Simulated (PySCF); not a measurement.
**Excitation energy of Pt by level of theory**

Pt [Xe] 4f14 5d9 6s1 (3D) → Pt [Xe] 4f14 5d8 6s2 (3F), as a difference of total energies. All numbers are calculated (PySCF 2.14, the spin-free X2C one-electron Hamiltonian (Gaussian nucleus), in x2c-TZVPPall (11s7p7d3f1g, 97 functions)). Correlated levels: valence and next inner shell: [Kr] 4d10 4f14 frozen. The calculations carry no spin-orbit coupling.

```json
{"method": "UHF", "excitation energy (cm⁻¹)": "2631.7"}
{"method": "MP2 (valence and next inner shell)", "excitation energy (cm⁻¹)": "4353.1"}
{"method": "SCS-MP2 (valence and next inner shell)", "excitation energy (cm⁻¹)": "3130.1"}
{"method": "CCSD (valence and next inner shell)", "excitation energy (cm⁻¹)": "2972.5"}
{"method": "CCSD(T) (valence and next inner shell)", "excitation energy (cm⁻¹)": "2922.7"}
```

How much does correlation contribute at CCSD(T) (valence and next inner shell)?

2922.7 − (2631.7) = 291.0 cm⁻¹, measured against UHF.

Errors of the correlated levels include the incompleteness of this basis and the frozen core.

For comparison: 3200.6 cm⁻¹ (measured; NIST levels, between the centres of gravity of the two terms).
